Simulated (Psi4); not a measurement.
HOSi (SMILES [OH+]=[Si]), charge +1, singlet, geometry from GFN2-xTB; SVWN/def2-TZVP (Psi4).

Here is a job for Psi4.
```
memory 2 GB

molecule {
1 1
  O    -0.00000000   -0.00000000   -0.88835384
  Si    0.00000000    0.00000000    0.64027396
  H    -0.00000000   -0.00000000   -1.85700467
}

set basis def2-tzvp
set scf_type dfdirj+cosx

energy('svwn')
print_variables()
```

### Question
What does Psi4 print? Leave out banner, timings and long lists.

### Answer

```
   => Loading Basis Set <=

    Name: DEF2-TZVP
    Role: ORBITAL
    Keyword: BASIS

         ---------------------------------------------------------
                                   SCF
               by Justin Turney, Rob Parrish, Andy Simmonett
                          and Daniel G. A. Smith
                              RKS Reference
         ---------------------------------------------------------

  ==> Geometry <==

    Molecular point group: c2v
    Full point group: C_inf_v

    Geometry (in Angstrom), charge = 1, multiplicity = 1:

       Center              X                  Y                   Z               Mass
    ------------   -----------------  -----------------  -----------------  -----------------
         O            0.000000000000     0.000000000000    -0.929088200260    15.994914619570
         SI           0.000000000000     0.000000000000     0.599539599740    27.976926534650
         H            0.000000000000     0.000000000000    -1.897739030260     1.007825032230

  Running in c2v symmetry.

  Rotational constants: A = ************  B =      0.61317  C =      0.61317 [cm^-1]
  Rotational constants: A = ************  B =  18382.28092  C =  18382.28092 [MHz]
  Nuclear repulsion =   46.108977021417509

  Charge       = 1
  Multiplicity = 1
  Electrons    = 22
  Nalpha       = 11
  Nbeta        = 11

  ==> Algorithm <==

  SCF Algorithm Type is DFDIRJ+COSX.
  DIIS enabled.
  MOM disabled.
  Fractional occupation disabled.
  Guess Type is SAD.
  Energy threshold   = 1.00e-06
  Density threshold  = 1.00e-06
  Integral threshold = 1.00e-12

  ==> Primary Basis <==

  Basis Set: DEF2-TZVP
    Blend: DEF2-TZVP
    Number of shells: 28
    Number of basis functions: 74
    Number of Cartesian functions: 84
    Spherical Harmonics?: true
    Max angular momentum: 3

  ==> DFT Potential <==

   => LibXC <=

    Version 7.1.2
    S. Lehtola, C. Steigemann, M. J. T. Oliveira, and M. A. L. Marques,  SoftwareX 7, 1–5 (2018) (10.1016/j.softx.2017.11.002)

   => Composite Functional: SVWN <=

    Slater exchange
    Vosko, Wilk & Nusair (VWN5_RPA)
    P. A. M. Dirac,  Math. Proc. Cambridge Philos. Soc. 26, 376 (1930) (10.1017/S0305004100016108)
    F. Bloch,  Z. Phys. 57, 545 (1929) (10.1007/BF01340281)
    S. H. Vosko, L. Wilk, and M. Nusair,  Can. J. Phys. 58, 1200 (1980) (10.1139/p80-159)

    Deriv               =              1
    GGA                 =          FALSE
    Meta                =          FALSE

[...]
   @RKS iter   7:  -363.83099703156847   -1.11091e-05   9.09300e-06 DIIS
   @RKS iter   8:  -363.83099708109705   -4.95286e-08   1.67103e-06 DIIS
   @RKS iter   9:  -363.83099708313523   -2.03818e-09   2.17694e-07 DIIS
  Energy and wave function converged with early screening.
  Continuing SCF iterations with tighter screening.

   @RKS iter  10:  -363.83099708316229   -2.70575e-11   1.03143e-08 DIIS
  Energy and wave function converged.

  ==> Post-Iterations <==

   Electrons on quadrature grid:
      Ntotal   =   22.0000027001 ; deviation = 2.700e-06

    Orbital Energies [Eh]
    ---------------------

    Doubly Occupied:

[...]
    Virtual:

[...]
    Final Occupation by Irrep:
             A1    A2    B1    B2
    DOCC [     7,    0,    2,    2 ]
    NA   [     7,    0,    2,    2 ]
    NB   [     7,    0,    2,    2 ]

  @RKS Final Energy:  -363.83099708316229

   => Energetics <=

    Nuclear Repulsion Energy =             46.1089770214175090
    One-Electron Energy =                -590.1327988524037664
    Two-Electron Energy =                 208.4971038137991854
    DFT Exchange-Correlation Energy =     -28.3042790659752583
    Empirical Dispersion Energy =           0.0000000000000000
    VV10 Nonlocal Energy =                  0.0000000000000000
    Total Energy =                       -363.8309970831622877

Computation Completed

Properties will be evaluated at   0.000000,   0.000000,   0.000000 [a0]

Properties computed using the SCF density matrix

 Multipole Moments:

 ------------------------------------------------------------------------------------
     Multipole            Electronic (a.u.)      Nuclear  (a.u.)        Total (a.u.)
 ------------------------------------------------------------------------------------

 L = 1.  Multiply by 2.5417464519 to convert [e a0] to [Debye]
 Dipole X            :          0.0000000            0.0000000            0.0000000
 Dipole Y            :          0.0000000            0.0000000            0.0000000
 Dipole Z            :          1.7042135           -1.7704660           -0.0662525
 Magnitude           :                                                    0.0662525

 ------------------------------------------------------------------------------------

  Variable Map:
  ----------------------------------------------------------------------------
[...]
  Array Variable Map:
  ----------------------------------------------------------------------------
[...]
[...]
```
